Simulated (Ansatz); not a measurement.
Calculated with Ansatz (gas phase, PBE0-D4/def2-TZVP geometries, no zero-point term in ΔE). CBS: MP2 limit from def2 TZ/QZ plus the TZ coupled-cluster correction, frozen cores. Functionals use def2-TZVPP. def2 core potentials past Kr. For Sb, Se outer-core shells are correlated without core-valence functions, which leaves a few kJ/mol of doubt a bond. Scalar relativity is left out up to krypton. Each species was taken in one conformer, which may not be the lowest.

Reaction (cleavage of the Sb–Sb bond): `[F][SbH][SbH2]` + H₂Se → `[F][SbH][SeH]` + `[SbH3]`

`[F][SbH][SbH2]`:

```xyz
6

F     0.290    2.018    0.203
Sb   -0.128    0.854   -1.273
Sb    0.106   -1.603    0.123
H    -1.812    0.848   -0.936
H     1.783   -1.337    0.307
H    -0.240   -0.781    1.576
```

H₂Se:

Cartesian coordinates in Å:
```
Se -0.165 0.655 -0.110
H -0.064 -0.192 1.084
H 0.229 -0.463 -0.974
```

`[F][SbH][SeH]`:

```xyz
5

F    -1.972   -0.284   -0.264
Sb   -0.235   -0.851   -0.859
Se    1.046    1.317   -0.521
H     0.178   -1.440    0.698
H     0.983    1.257    0.945
```

`[SbH3]`:

Cartesian coordinates in Å:
```
Sb -0.195 -0.366 -0.590
H 0.925 -0.933 0.567
H -1.275 0.127 0.637
H 0.545 1.172 -0.614
```

```json
{"species": "`[F][SbH][SbH2]`", "revPBE energy (Eh)": "-582.28427"}
{"species": "H₂Se", "revPBE energy (Eh)": "-2402.55271"}
{"species": "`[F][SbH][SeH]`", "revPBE energy (Eh)": "-2742.76276"}
{"species": "`[SbH3]`", "revPBE energy (Eh)": "-242.07747"}
```

(1) Work out ΔE.

Largest T1 diagnostic among the species: 0.015.

## Answers

(1) ΔE = (-2742.76276) + (-242.07747) − (-582.28427) − (-2402.55271) = -0.00325 Eh = -2.0 kcal/mol. CCSD(T)/CBS gives -1.4 kcal/mol.

At CCSD(T), def2-SVP lies +1.1 kcal/mol from the extrapolated value and def2-TZVPP −0.4 kcal/mol. Leaving LDA and LC-ωPBE aside and taking each functional with its dispersion term where it has one, the values, not all of them listed here, spread over 3.1 kcal/mol, from B97M-V to HSE06-D4.
